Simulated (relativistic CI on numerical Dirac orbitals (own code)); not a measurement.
From line strength to rate: Ni+ 2216.48 Å (air)

Problem. For 3d⁸4s ⁴F9/2 – 3d⁸4p ⁴G°11/2 of Ni+ a semi-empirical relativistic CI calculation gives the line strength S = 27.63 e²a₀² in the length gauge. The measured levels are 8393.90 and 53496.49 cm⁻¹ (NIST Handbook). Find gf, f, A and the partial lifetime.

Working.
1. σ = 53496.49 − 8393.90 = 45102.59 cm⁻¹, so the vacuum wavelength is 10⁸/σ = 2217.17 Å.
2. gf = 303.756 S/λ(Å) = 3.785, log gf = 0.578; with g = 10 for the lower level, f = 0.379.
3. A = 2.02613 × 10¹⁸ S/(g_u λ³) with g_u = 12: A = 4.28 × 10^8 s⁻¹.
4. The partial lifetime for this S is 1/A = 2.34 ns; in the calculation this line carries 100 % of the decay of the upper level.

Check. The Handbook lists A = 3.57 × 10^8 s⁻¹, a tabulated value with its own uncertainty (a few per cent for the best lines, 25 % or more for others); ours lies 20 % above it. The velocity form of the same calculation gives S = 29.5, and the gap between the two forms is a rough gauge of the error in S. With the computed energy (42812 cm⁻¹) in place of the measured one the rate would change by the factor (σ_calc/σ)³ = 0.86.
